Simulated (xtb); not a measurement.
xtb input for PbS, SMILES [S]=[Pb] (connectivity only; charge and spin as stated), neutral, multiplicity 1, GFN2-xTB. 

```
$ xtb mol.xyz --gfn 2 --sp --chrg 0 --uhf 0 --json
$ cat mol.xyz
2

Pb     0.00000000     0.00000000    -0.37635465
S      0.00000000     0.00000000     1.92881759
```

Output:

```
[banner left out]
          |                Calculation Setup                |
           -------------------------------------------------



           -------------------------------------------------
          |                 G F N 2 - x T B                 |
           -------------------------------------------------

        Reference                      10.1021/acs.jctc.8b01176
      * Hamiltonian:
        H0-scaling (s, p, d)           1.850000    2.230000    2.230000
        zeta-weighting                 0.500000
      * Dispersion:
        s8                             2.700000
        a1                             0.520000
        a2                             5.000000
        s9                             5.000000
      * Repulsion:
        kExp                           1.500000    1.000000
        rExp                           1.000000
      * Coulomb:
        alpha                          2.000000
        third order                    shell-resolved
        anisotropic                    true
        a3                             3.000000
        a5                             4.000000
        cn-shift                       1.200000
        cn-exp                         4.000000
        max-rad                        5.000000


          ...................................................
          :                      SETUP                      :
          :.................................................:
          :  # basis functions                  14          :
          :  # atomic orbitals                  13          :
          :  # shells                            5          :
          :  # electrons                        10          :
          :  max. iterations                   250          :
          :  Hamiltonian                  GFN2-xTB          :
          :  restarted?                      false          :
          :  GBSA solvation                  false          :
          :  PC potential                    false          :
          :  electronic temp.          300.0000000     K    :
          :  accuracy                    1.0000000          :
          :  -> integral cutoff          0.2500000E+02      :
          :  -> integral neglect         0.1000000E-07      :
          :  -> SCF convergence          0.1000000E-05 Eh   :
          :  -> wf. convergence          0.1000000E-03 e    :
          :  Broyden damping             0.4000000          :
          :  net charge                          0          :
          :  unpaired electrons                  0          :
          ...................................................

 iter      E             dE          RMSdq      gap      omega  full diag
   1     -5.5625073 -0.556251E+01  0.161E+01    3.25       0.0  T
   2     -5.5298133  0.326940E-01  0.870E+00    2.39       1.0  T
   3     -5.5494874 -0.196741E-01  0.102E+01    3.31       1.0  T
   4     -5.5908433 -0.413559E-01  0.361E+00    2.77       1.0  T
   5     -5.5929168 -0.207351E-02  0.203E+00    2.71       1.0  T
   6     -5.5935118 -0.594995E-03  0.639E-01    2.67       1.0  T
   7     -5.5936722 -0.160408E-03  0.153E-01    2.65       1.0  T
   8     -5.5936738 -0.159655E-05  0.974E-02    2.65       1.0  T
   9     -5.5936762 -0.242407E-05  0.119E-02    2.65       5.9  T
  10     -5.5936762 -0.277030E-07  0.227E-03    2.65      31.2  T
  11     -5.5936762 -0.190654E-08  0.115E-03    2.65      61.3  T
  12     -5.5936762 -0.430208E-09  0.743E-05    2.65     951.3  T
  13     -5.5936762 -0.476774E-11  0.142E-06    2.65   49913.0  T

   *** convergence criteria satisfied after 13 iterations ***

         #    Occupation            Energy/Eh            Energy/eV
      -------------------------------------------------------------
         1        2.0000           -0.9084022             -24.7189
         2        2.0000           -0.6585530             -17.9201
         3        2.0000           -0.3705065             -10.0820
         4        2.0000           -0.3611615              -9.8277
         5        2.0000           -0.3611615              -9.8277 (HOMO)
         6                         -0.2638522              -7.1798 (LUMO)
         7                         -0.2638522              -7.1798
         8                         -0.0661375              -1.7997
         9                          0.0384970               1.0476
        10                          0.0384970               1.0476
       ...                                ...                  ...
        13                          0.1414602               3.8493
      -------------------------------------------------------------
                  HL-Gap            0.0973094 Eh            2.6479 eV
             Fermi-level           -0.3125069 Eh           -8.5037 eV

 SCC (total)                   0 d,  0 h,  0 min,  0.003 sec
 SCC setup                      ...        0 min,  0.000 sec (  4.847%)
 Dispersion                     ...        0 min,  0.000 sec (  1.902%)
 classical contributions        ...        0 min,  0.000 sec (  0.959%)
 integral evaluation            ...        0 min,  0.001 sec ( 16.880%)
 iterations                     ...        0 min,  0.002 sec ( 58.361%)
 molecular gradient             ...        0 min,  0.000 sec ( 13.614%)
 printout                       ...        0 min,  0.000 sec (  2.744%)

         :::::::::::::::::::::::::::::::::::::::::::::::::::::
         ::                     SUMMARY                     ::
         :::::::::::::::::::::::::::::::::::::::::::::::::::::
         :: total energy              -5.587066940093 Eh    ::
         :: gradient norm              0.000569586393 Eh/a0 ::
         :: HOMO-LUMO gap              2.647922925785 eV    ::
         ::.................................................::
         :: SCC energy                -5.593676217900 Eh    ::
         :: -> isotropic ES            0.029718261518 Eh    ::
         :: -> anisotropic ES          0.004624228688 Eh    ::
         :: -> anisotropic XC          0.001898334042 Eh    ::
         :: -> dispersion             -0.001049381335 Eh    ::
         :: repulsion energy           0.006609277807 Eh    ::
         :: add. restraining           0.000000000000 Eh    ::
         :: total charge               0.000000000000 e     ::
         :::::::::::::::::::::::::::::::::::::::::::::::::::::

           -------------------------------------------------
          |                Property Printout                |
           -------------------------------------------------

    * Orbital Energies and Occupations

         #    Occupation            Energy/Eh            Energy/eV
      -------------------------------------------------------------
         1        2.0000           -0.9084022             -24.7189
         2        2.0000           -0.6585530             -17.9201
         3        2.0000           -0.3705065             -10.0820
         4        2.0000           -0.3611615              -9.8277
         5        2.0000           -0.3611615              -9.8277 (HOMO)
         6                         -0.2638522              -7.1798 (LUMO)
         7                         -0.2638522              -7.1798
         8                         -0.0661375              -1.7997
         9                          0.0384970               1.0476
        10                          0.0384970               1.0476
        11                          0.0485605               1.3214
        12                          0.0485605               1.3214
        13                          0.1414602               3.8493
      -------------------------------------------------------------
                  HL-Gap            0.0973094 Eh            2.6479 eV
Note: The following floating-point exceptions are signalling: IEEE_DENORMAL
normal termination of xtb
             Fermi-level           -0.3125069 Eh           -8.5037 eV

     #   Z          covCN         q      C6AA      α(0)
     1  82 Pb       0.941     0.487   528.789    50.872
     2  16 S        0.941    -0.487   160.799    21.448

 Mol. C6AA /au·bohr⁶  :       1259.487625
 Mol. C8AA /au·bohr⁸  :     141783.981018
 Mol. α(0) /au        :         72.320249


Wiberg/Mayer (AO) data.
largest (>0.10) Wiberg bond orders for each atom

 ---------------------------------------------------------------------------
     #   Z sym  total        # sym  WBO       # sym  WBO       # sym  WBO
 ---------------------------------------------------------------------------
     1  82 Pb   2.242 --     2 S    2.242
     2  16 S    2.242 --     1 Pb   2.242
 ---------------------------------------------------------------------------

Topologies differ in total number of bonds
Writing topology from bond orders to xtbtopo.mol

molecular dipole:
                 x           y           z       tot (Debye)
 q only:        0.000       0.000      -2.122
   full:       -0.000       0.000      -2.918       7.417
molecular quadrupole (traceless):
                xx          xy          yy          xz          yz          zz
 q only:        3.113       0.000       3.113       0.000       0.000      -6.226
  q+dip:        4.055       0.000       4.055       0.000       0.000      -8.109
   full:        4.769       0.000       4.769       0.000       0.000      -9.537


           -------------------------------------------------
          | TOTAL ENERGY               -5.587066940093 Eh   |
          | GRADIENT NORM               0.000569586393 Eh/α |
          | HOMO-LUMO GAP               2.647922925785 eV   |
           -------------------------------------------------

------------------------------------------------------------------------
------------------------------------------------------------------------
 total:
 SCF:
```

The run converged.

Cost: around 0.06 core-seconds (rough).
